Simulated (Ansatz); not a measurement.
`[Cl][SnH2][Cl]` + H₂S → `[SH][SnH2][Cl]` + HCl at 400 K and 1 bar (ligand exchange at the Sn–Cl bond).

Computed with Ansatz on PBE0-D4/def2-TZVP structures; ΔE is electronic, products minus reactants. CCSD(T)/CBS is the MP2 limit (def2-TZVPP, def2-QZVPP) plus CCSD(T) − MP2 in def2-TZVPP, frozen cores. This one scheme is used for every species. def2 core potentials past Kr. For Sn outer-core shells are correlated without core-valence functions, which leaves a few kJ/mol of doubt a bond. One conformer a species, not always the lowest.

```json
{"species": "`[Cl][SnH2][Cl]`", "CCSD(T)/CBS energy (Eh)": "-1134.85982", "H − E (kJ/mol)": "65.8", "S (J/(mol·K))": "337.1"}
{"species": "H₂S", "CCSD(T)/CBS energy (Eh)": "-398.97279", "H − E (kJ/mol)": "53.4", "S (J/(mol·K))": "215.9"}
{"species": "`[SH][SnH2][Cl]`", "CCSD(T)/CBS energy (Eh)": "-1073.44145", "H − E (kJ/mol)": "90.2", "S (J/(mol·K))": "360.8"}
{"species": "HCl", "CCSD(T)/CBS energy (Eh)": "-460.38127", "H − E (kJ/mol)": "29.6", "S (J/(mol·K))": "195.4"}
```

H − E and S are ideal-gas, rigid-rotor, harmonic terms from PBE0-D4/def2-TZVP, for one conformer and one mirror image of each species. 1 Eh = 2625.50 kJ/mol, R = 8.31446 J/(mol·K).

Problem. By hand: ΔE, ΔH, ΔS and ΔG.

Solution. ΔE = (-1073.44145) + (-460.38127) − (-1134.85982) − (-398.97279) = 0.00989 Eh = 26.0 kJ/mol. Δ(H − E) = 90.2 + 29.6 − 65.8 − 53.4 = 0.6, so ΔH = 26.6 kJ/mol. ΔS = 360.8 + 195.4 − 337.1 − 215.9 = 3.2 J/(mol·K). ΔG = 26.6 − 400 × (3.2)/1000 = 25.3 kJ/mol.

Problem. By hand: the equilibrium constant, and the temperature at which ΔG would vanish if ΔH and ΔS stayed fixed.

Solution. log₁₀ K = −ΔG/(RT ln 10) = -3.3. ΔG = 0 at ΔH/ΔS = 8312 K, far beyond where these terms or the molecules hold.

The number of gas molecules stays the same, so ΔS is small and ΔH decides. A doubt of 5 kJ/mol in ΔE shifts log₁₀ K by 0.7 here. Other conformers and mirror images would add mixing entropy, several J/(mol·K) or more a flexible species. These are equilibria of isolated gas molecules and say nothing of rates. Largest T1 diagnostic: 0.012 (customary marks: 0.02 for closed shells, 0.045 for open ones).
